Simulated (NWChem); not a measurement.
Everything below was run with NWChem. System: H₃O, charge 1, spin multiplicity 1, at a geometry optimised with B3LYP/def2-SVP. Level: RHF/cc-pVDZ, spin-restricted.

NWChem printed:

```
             Northwest Computational Chemistry Package (NWChem) 7.3.0
             --------------------------------------------------------

                                NWChem Input Module
                                -------------------

 Scaling coordinates for geometry "geometry" by  1.889725989
 (inverse scale =  0.529177249)

                             Geometry "geometry" -> ""
                             -------------------------

 Output coordinates in angstroms (scale by  1.889725989 to convert to a.u.)

  No.       Tag          Charge          X              Y              Z
 ---- ---------------- ---------- -------------- -------------- --------------
    1 O                    8.0000    -0.00002500     0.07744200     0.00000000
    2 H                    1.0000    -0.47203300    -0.20667200     0.81769100
    3 H                    1.0000    -0.47203300    -0.20667200    -0.81769100
    4 H                    1.0000     0.94426500    -0.20619200     0.00000000

 Effective nuclear repulsion energy (a.u.)      13.8517465910

            Nuclear Dipole moment (a.u.)
            ----------------------------
        X                 Y               Z
 ---------------- ---------------- ----------------
    -0.0000018897     0.0000000000     0.0000000000


 Summary of "ao basis" -> "" (spherical)
 ------------------------------------------------------------------------------
       Tag                 Description            Shells   Functions and Types
 ---------------- ------------------------------  ------  ---------------------
 *                          cc-pvdz                   on all atoms

 Summary of "ao basis" -> "ao basis" (spherical)
 ------------------------------------------------------------------------------
       Tag                 Description            Shells   Functions and Types
 ---------------- ------------------------------  ------  ---------------------
 O                          cc-pvdz                  6       14   3s2p1d
 H                          cc-pvdz                  3        5   2s1p

                                 NWChem SCF Module
                                 -----------------

  ao basis        = "ao basis"
  functions       =    29
  atoms           =     4
  closed shells   =     5
  open shells     =     0
  charge          =   1.00
  wavefunction    = RHF
  use symmetry    = F
  symmetry adapt  = F

 Summary of "ao basis" -> "ao basis" (spherical)
 ------------------------------------------------------------------------------
       Tag                 Description            Shells   Functions and Types
 ---------------- ------------------------------  ------  ---------------------
 O                          cc-pvdz                  6       14   3s2p1d
 H                          cc-pvdz                  3        5   2s1p

 Forming initial guess at       0.0s

      Superposition of Atomic Density Guess
      -------------------------------------

 Sum of atomic energies:         -76.26150811

 Renormalizing density from      11.00 to     10

      Non-variational initial energy
      ------------------------------

 Total energy =     -71.847811
 1-e energy   =    -119.370382
 2-e energy   =      33.670825
 HOMO         =      -1.200942
 LUMO         =      -0.340488

 Starting SCF solution at       0.1s

 ----------------------------------------------
         Quadratically convergent ROHF

 Convergence threshold     :          1.000E-07
 Maximum no. of iterations :          100
 Final Fock-matrix accuracy:          1.000E-09
 ----------------------------------------------

              iter       energy          gnorm     gmax       time
             ----- ------------------- --------- --------- --------
                 1      -76.0226448994  2.59D+00  1.06D+00      0.1
                 2      -76.3024444807  3.22D-01  1.42D-01      0.1
                 3      -76.3097734716  1.46D-01  7.10D-02      0.1
                 4      -76.3108588078  3.77D-03  2.48D-03      0.1
                 5      -76.3108598326  4.25D-06  1.56D-06      0.1
                 6      -76.3108598326  1.96D-09  7.61D-10      0.1

       Final RHF  results
       ------------------

         Total SCF energy =    -76.310859832589
      One-electron energy =   -128.310216812625
      Two-electron energy =     38.147610389072
 Nuclear repulsion energy =     13.851746590964

        Time for solution =      0.0s

             Final eigenvalues
             -----------------

              1
    1  -21.0084
    2   -1.7954
    3   -1.1271
    4   -1.1271
    5   -0.9496
    6   -0.1276
    7   -0.0306
    8   -0.0306
    9    0.4117
   10    0.4117
   11    0.4792
   12    0.7812
   13    0.8396
   14    0.8396
   15    1.0214

                       ROHF Final Molecular Orbital Analysis
                       -------------------------------------

 Vector    3  Occ=2.000000D+00  E=-1.127068D+00
              MO Center=  1.4D-01, -1.8D-02, -5.8D-11, r^2= 7.0D-01
   Bfn.  Coefficient  Atom+Function         Bfn.  Coefficient  Atom+Function
  ----- ------------  ---------------      ----- ------------  ---------------
     4      0.531436  1 O  px                25      0.348578  4 H  s
     7      0.232956  1 O  px                15     -0.174291  2 H  s
    20     -0.174291  3 H  s

 Vector    4  Occ=2.000000D+00  E=-1.127064D+00
              MO Center= -1.4D-01, -1.9D-02,  5.8D-11, r^2= 7.0D-01
   Bfn.  Coefficient  Atom+Function         Bfn.  Coefficient  Atom+Function
  ----- ------------  ---------------      ----- ------------  ---------------
     6      0.531437  1 O  pz                15      0.301878  2 H  s
    20     -0.301878  3 H  s                  9      0.232959  1 O  pz

 Vector    5  Occ=2.000000D+00  E=-9.496375D-01
              MO Center= -4.8D-05,  1.5D-01,  5.3D-15, r^2= 5.7D-01
   Bfn.  Coefficient  Atom+Function         Bfn.  Coefficient  Atom+Function
  ----- ------------  ---------------      ----- ------------  ---------------
     5      0.638355  1 O  py                 8      0.424313  1 O  py
     3      0.180387  1 O  s

 Vector    6  Occ=0.000000D+00  E=-1.276181D-01
              MO Center=  8.9D-05, -2.7D-01, -1.5D-13, r^2= 3.1D+00
   Bfn.  Coefficient  Atom+Function         Bfn.  Coefficient  Atom+Function
  ----- ------------  ---------------      ----- ------------  ---------------
     3      0.991718  1 O  s                 16     -0.541433  2 H  s
    21     -0.541433  3 H  s                 26     -0.541436  4 H  s
     2      0.157191  1 O  s                  8     -0.157405  1 O  py

 Vector    7  Occ=0.000000D+00  E=-3.062945D-02
              MO Center=  5.8D-01, -2.7D-01,  5.4D-08, r^2= 3.4D+00
   Bfn.  Coefficient  Atom+Function         Bfn.  Coefficient  Atom+Function
  ----- ------------  ---------------      ----- ------------  ---------------
    26      1.437835  4 H  s                 16     -0.718918  2 H  s
    21     -0.718918  3 H  s                  7     -0.615401  1 O  px
     4     -0.316149  1 O  px                25      0.156684  4 H  s

 Vector    8  Occ=0.000000D+00  E=-3.062940D-02
              MO Center= -5.8D-01, -2.8D-01, -5.4D-08, r^2= 3.4D+00
   Bfn.  Coefficient  Atom+Function         Bfn.  Coefficient  Atom+Function
  ----- ------------  ---------------      ----- ------------  ---------------
    16      1.245207  2 H  s                 21     -1.245207  3 H  s
     9     -0.615400  1 O  pz                 6     -0.316150  1 O  pz

 center of mass
 --------------
 x =  -0.00001980 y =   0.06103816 z =   0.00000000

 moments of inertia (a.u.)
 ------------------
           5.544891294822          -0.001395626412           0.000000000000
          -0.001395626412           9.625560448365           0.000000000000
           0.000000000000           0.000000000000           5.544997686129

  Mulliken analysis of the total density
  --------------------------------------

    Atom       Charge   Shell Charges
 -----------   ------   -------------------------------------------------------
    1 O    8     7.91   2.00  0.84  0.68  2.90  1.49  0.01
    2 H    1     0.70   0.59  0.02  0.09
    3 H    1     0.70   0.59  0.02  0.09
    4 H    1     0.70   0.59  0.02  0.09

       Multipole analysis of the density wrt the origin
       ------------------------------------------------

     L   x y z        total         open         nuclear
     -   - - -        -----         ----         -------
     0   0 0 0      1.000000      0.000000     11.000000

     1   1 0 0      0.000208      0.000000     -0.000002
     1   0 1 0     -0.635650      0.000000      0.000000
     1   0 0 1     -0.000000      0.000000      0.000000

     2   2 0 0     -1.764452      0.000000      4.775465
     2   1 1 0      0.000942      0.000000      0.001416
     2   1 0 1      0.000000      0.000000      0.000000
     2   0 2 0     -4.530472      0.000000      0.628221
     2   0 1 1      0.000000      0.000000      0.000000
     2   0 0 2     -1.764522      0.000000      4.775360

 Task  times  cpu:        0.1s     wall:        0.1s

 Total times  cpu:        0.1s     wall:        0.1s
```

Problem. Write an NWChem input that would produce this output.

Solution. Several could match; the one computed here: 
```
start mol
memory heap 200 mb stack 900 mb global 1100 mb
charge 1
geometry units angstroms nocenter noautoz noautosym
  O     -0.000025     0.077442     0.000000
  H     -0.472033    -0.206672     0.817691
  H     -0.472033    -0.206672    -0.817691
  H      0.944265    -0.206192     0.000000
end
basis spherical
  * library cc-pvdz
end
scf
  rhf
  nopen 0
  maxiter 100
  thresh 1e-7
  semidirect memsize 60000000 filesize 0
end
task scf energy
```
